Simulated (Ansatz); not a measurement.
Compare A (`C[SiH](F)[InH2]`) with its isomer B (`FC[SiH2][InH2]`).

Gas-phase electronic energies from Ansatz, PBE0-D4/def2-TZVP geometries. CCSD(T)/CBS adds triple-zeta CCSD(T) − MP2 to the extrapolated MP2 energy (def2 sets, frozen cores). Functionals use def2-TZVPP. B3LYP here is the variant with VWN-RPA as its local correlation; programs differ in this. Elements past krypton have def2 core potentials. For In outer-core shells are correlated without core-valence functions, which leaves a few kJ/mol of doubt a bond. Each species was taken in one conformer, which may not be the lowest.

**Question.** Which is lower in electronic energy at CCSD(T)/CBS, and by how much? (Estimate.)

**Answer.** Computed: A, by 55.8 kcal/mol.

**Question.** Give E(B) − E(A) in kcal/mol with PBE0-D4, LDA (SPW92), B3LYP-D4, ωB97M-V, CCSD(T)/def2-TZVPP, B2PLYP, CCSD/def2-TZVPP. (Estimate.)

**Answer.** Ansatz gave: PBE0-D4 53.7, LDA (SPW92) 51.7, B3LYP-D4 54.2, ωB97M-V 54.2, CCSD(T)/def2-TZVPP 54.9, B2PLYP 55.7, CCSD/def2-TZVPP 55.5. None reverses the order clearly.

**Question.** Does the order hold for the free energy at 298.15 K (harmonic terms from PBE0-D4)? (An estimate is asked.)

**Answer.** The calculation gave: Yes: G(B) − G(A) = +54.7 kcal/mol, for one conformer each. Modes under 60 cm⁻¹, often nearly free rotors, make the harmonic entropy too high.

Largest T1 diagnostic: 0.014.

At CCSD(T), def2-SVP lies −8.0 kcal/mol from the extrapolated value and def2-TZVPP −0.9 kcal/mol. From PBE to PBE0 (25 % exact exchange), in def2-TZVPP and without D4, E(B) − E(A) moves by +1.7 kcal/mol.
